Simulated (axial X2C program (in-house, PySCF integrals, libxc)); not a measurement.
## Ionising Sr₂

All values come from calculations with an in-house all-electron X2C program for linear molecules (integrals from PySCF), spin-free (one-electron X2C) or two-component (2c: spin–orbit coupling with atomic mean-field Coulomb and Gaunt terms, which also bring small scalar terms), in Dyall basis sets with cores contracted in-house; open shells are unrestricted.

Basis sets: Sr dyall-cv3z.

```csv
Hamiltonian,level,Sr₂ state,Re (Å),ωe (cm⁻¹),De (eV)
spin-free,PBE0,"M_S = 0, Λ = 0",4.623,47.5,0.18
2c,PBE0,Ω = 0,4.623,47.5,0.18
```

Adiabatic ionisation energy (minimum to minimum, no zero-point term) and constants of Sr₂⁺:

```json
{"Hamiltonian": "spin-free", "level": "PBE0", "Sr₂⁺ state": "M_S = 1/2, Λ = 0", "IE (eV)": "4.62", "Re (Å)": "4.229", "ωe (cm⁻¹)": "76.7", "De (eV)": "1.17", "fragments": "Sr + Sr+"}
{"Hamiltonian": "2c", "level": "PBE0", "Sr₂⁺ state": "Ω = 1/2", "IE (eV)": "4.62", "Re (Å)": "4.228", "ωe (cm⁻¹)": "76.7", "De (eV)": "1.17", "fragments": "Sr + Sr+"}
```

Problem. Add the zero-point terms to the ionisation energy at PBE0, 2c, and say whether the electron removed was bonding.

Solution. IE0 = IE + (ωe⁺ − ωe)/2 = 4.62 + (0.002) = 4.62 eV. Re changes by -0.395 Å, so the bond shortens, as on loss of an antibonding or a polarising non-bonding electron.

Problem. Close the cycle De(Sr₂⁺) + IE(Sr₂) = De(Sr₂) + IE(Sr) to find the atomic ionisation energy at PBE0, 2c.

Solution. IE(Sr) = 1.17 + 4.62 − 0.18 = 5.61 eV, for the determinants used.

Each entry is the lowest single determinant of a limited PBE0 search at one distance. De goes to single-determinant-based atoms at the same level (for ions the charge split of lowest energy) and is withheld (n/a) where an atom does not fit its ground term or J level. Main or longest-lived isotopes.
